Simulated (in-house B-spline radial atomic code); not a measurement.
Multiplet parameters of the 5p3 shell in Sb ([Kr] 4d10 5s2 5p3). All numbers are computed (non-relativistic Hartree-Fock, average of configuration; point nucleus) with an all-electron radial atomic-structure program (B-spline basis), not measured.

Slater integrals: F^2 = 35581 cm⁻¹. Central-field spin-orbit parameter ζ(5p) = 2609 cm⁻¹ (bare central field on non-relativistic orbitals, without two-electron terms: too large for light atoms, too small for heavy ones).

With F₂ = F^2/25 = 1423 cm⁻¹:

Q: Where do the terms lie in LS coupling, without spin-orbit interaction?

A: In cm⁻¹ above the Hund's-rule term:
| term | expression | energy |
| --- | --- | --- |
| 4S | 0 F₂ | 0 |
| 2D | 9 F₂ | 12809 |
| 2P | 15 F₂ | 21349 |

Q: How far can these numbers be trusted?

A: Unscaled Hartree-Fock integrals overestimate measured term splittings, because correlation screens the repulsion; fits to spectra scale them down, most for low charges. Here ζ is 1.83 times F₂, so the coupling is intermediate: spin-orbit interaction mixes the terms, and LS labels name only the largest part.
